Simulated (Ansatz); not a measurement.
Molecule: InF, net charge 0, singlet state. SMILES: [In][F]
Geometry: optimised at B3LYP-D3(BJ)/def2-TZVP (Ansatz, a quantum-chemistry and plane-wave program).

Quantity: vertical electron affinity (to the doublet state of charge -1; a negative value means that the extra electron is unbound and the number depends on the basis; each state is the SCF solution reached for its spin), in eV. Cores are frozen in the correlated levels unless marked. UHF or UKS for open shells. No spin-orbit coupling. The frozen core is the preceding noble-gas configuration, with the filled d and f shells of earlier blocks. Past Kr the def2 sets carry scalar-relativistic core potentials. Anions need diffuse functions: def2-D sets add few. CBS(X,Y): correlation extrapolated as X^-3; Hartree-Fock from the larger set.

```json
[
 {"level": "SVWN5/def2-TZVPD", "program": "Ansatz", "vertical electron affinity (eV)": "0.15"},
 {"level": "PBE/def2-TZVPD", "program": "Ansatz", "vertical electron affinity (eV)": "0.05"},
 {"level": "r2SCAN/def2-TZVPD", "program": "Ansatz", "vertical electron affinity (eV)": "0.15"},
 {"level": "B3LYP/def2-TZVPD", "program": "Ansatz", "vertical electron affinity (eV)": "0.10"},
 {"level": "PBE0/def2-TZVPD", "program": "Ansatz", "vertical electron affinity (eV)": "0.09"},
 {"level": "BHLYP/def2-TZVPD", "program": "Ansatz", "vertical electron affinity (eV)": "0.01"},
 {"level": "CAM-B3LYP/def2-TZVPD", "program": "Ansatz", "vertical electron affinity (eV)": "0.09"},
 {"level": "wB97M-V/def2-TZVPD", "program": "Ansatz", "vertical electron affinity (eV)": "0.00"},
 {"level": "wB97X-V/def2-TZVPD", "program": "Ansatz", "vertical electron affinity (eV)": "-0.04"},
 {"level": "wB97X/def2-TZVPD", "program": "Ansatz", "vertical electron affinity (eV)": "-0.05"},
 {"level": "CCSD/def2-SVPD", "program": "Ansatz", "vertical electron affinity (eV)": "-0.19"},
 {"level": "CCSD/def2-TZVPPD", "program": "Ansatz", "vertical electron affinity (eV)": "-0.03"},
 {"level": "CCSD/def2-QZVPPD", "program": "Ansatz", "vertical electron affinity (eV)": "0.02"},
 {"level": "CCSD/CBS(def2-TZVPPD,def2-QZVPPD)", "program": "Ansatz", "vertical electron affinity (eV)": "0.04"},
 {"level": "CCSD(T)/def2-SVPD", "program": "Ansatz", "vertical electron affinity (eV)": "-0.18"},
 {"level": "CCSD(T)/def2-TZVPPD", "program": "Ansatz", "vertical electron affinity (eV)": "-0.01"},
 {"level": "CCSD(T)/def2-QZVPPD", "program": "Ansatz", "vertical electron affinity (eV)": "0.04"},
 {"level": "CCSD(T)/CBS(def2-TZVPPD,def2-QZVPPD)", "program": "Ansatz", "vertical electron affinity (eV)": "0.06"}
]
```
